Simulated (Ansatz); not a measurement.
C$_{3}$H$_{6}$ClFHfN$_{2}$O, SMILES `C[N](C)[Hf]([F])([Cl])[N]=C=O`. The species carries charge 0 and has multiplicity 1. Hf: def2 effective core potential. Geometry: relaxed with PBE0-D4/def2-TZVP. It is one conformer, not always the lowest.

```xyz
15

C    -0.249   -1.133   -1.778
N    -0.377   -0.357   -0.568
C    -1.045    0.913   -0.761
Hf    0.201   -0.780    1.294
F     1.094   -2.456    1.222
Cl   -1.728   -0.824    2.657
N     1.426    0.738    1.897
C     2.151    1.635    2.231
O     2.854    2.506    2.556
H     0.329   -0.591   -2.538
H    -1.232   -1.363   -2.207
H     0.261   -2.078   -1.579
H    -0.495    1.551   -1.465
H    -2.064    0.774   -1.143
H    -1.126    1.466    0.182
```

Q: What is the dipole moment at B3LYP/def2-TZVPP? (Estimate.)

A: The calculation gave: 3.39 D, with components (-1.11, -0.19, -3.20) D in this frame, pointing from negative to positive charge.

Q: And with PBE, r2SCAN, ωB97M-V? (An estimate is asked.)

A: Ansatz gave: PBE 3.39 D, r2SCAN 3.42 D, ωB97M-V 3.27 D.

Q: Give the Mulliken charges with B3LYP, PBE, r2SCAN in def2-TZVPP. (An estimate is asked.)

A: Ansatz gave: 
```csv
atom,B3LYP,PBE,r2SCAN
C1,-0.16,-0.17,-0.03
N2,-0.28,-0.20,-0.31
C3,-0.14,-0.15,-0.02
Hf4,0.95,0.77,0.99
F5,-0.33,-0.28,-0.33
Cl6,-0.29,-0.27,-0.30
N7,-0.33,-0.24,-0.39
C8,0.23,0.15,0.28
O9,-0.21,-0.17,-0.23
H10,0.09,0.09,0.05
H11,0.10,0.09,0.06
H12,0.10,0.10,0.05
H13,0.10,0.09,0.06
H14,0.10,0.10,0.06
H15,0.09,0.09,0.05
```

B3LYP here is the variant with VWN-RPA as its local correlation; programs differ in this.
